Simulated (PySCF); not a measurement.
# Unknown compound

An unknown has the formula C₉H₁₁N. Its calculated NMR data are:

1H NMR (600 MHz, computed): δ 6.73 (m, 2H), 6.54 (s, 1H), 6.44 (m, 2H), 3.15 (m, 2H), 3.00 (m, 2H), 2.21 (m, 2H).

13C{1H} NMR (computed): δ 127.4, 127.1, 122.3, 115.8, 30.5, 29.7, 17.5.

[PySCF 2.14.0 with density-fitted response routines: GFN2-xTB structure; NMR shieldings at PBE0/pcSseg-1/GIAO; one conformer; one averaged value for each set of equivalent atoms; no solvent; non-relativistic]

Chemical shifts δ = σref − σ; 1H (σ = 31.72 ppm), 13C (σ = 186.93 ppm) vs TMS, all at this level.

**Question.** Which of these isomers gave the spectra?
A. c1ccc(NC2CC2)cc1
B. CCC1=CCCC=C1C#N
C. C=Cc1ccccc1NC
D. C/N=C\C1=CC=CC12CC2
E. C#C[C@H](C)c1cccn1C
F. C(=C1CCC1)n1cccc1

**Answer.** F. 

The formula gives 5 degrees of unsaturation (2 rings in the answer). 7 carbon signals for 9 carbons: some carbons are equivalent by symmetry or fast rotation. Carbon types of the structure: 1 × C, 5 × CH, 3 × CH2, which accounts for all hydrogens. δC 127.4: alkene CH; an sp2 carbon of a C=C bond. δC 127.1: fully substituted alkene carbon; the olefinic region. δC 122.3: aromatic CH next to a ring nitrogen. δC 115.8: aromatic CH. δH 6.44: hydrogen on an aromatic CH; ring-current deshielding.

The others: C/N=C\C1=CC=CC12CC2 would give 8 carbon signals, not 7; C=Cc1ccccc1NC would give 9 carbon signals, not 7; CCC1=CCCC=C1C#N would give 9 carbon signals, not 7; c1ccc(NC2CC2)cc1 would give 6 carbon signals, not 7; C#C[C@H](C)c1cccn1C would give 9 carbon signals, not 7.

Shifts are as computed. Against solution values, carbons near 30 ppm lie about +3 ppm off and those near 130 ppm about +5 ppm. Of 1211 compounds with measured shifts, 218 miss one by over three times the rms of a fit or turn the order of signals round; such compounds aren't used in these exercises. Multiplicities follow the n + 1 count of equivalent neighbours, as no J values were calculated; m marks all less simple cases, F and P coupling included.
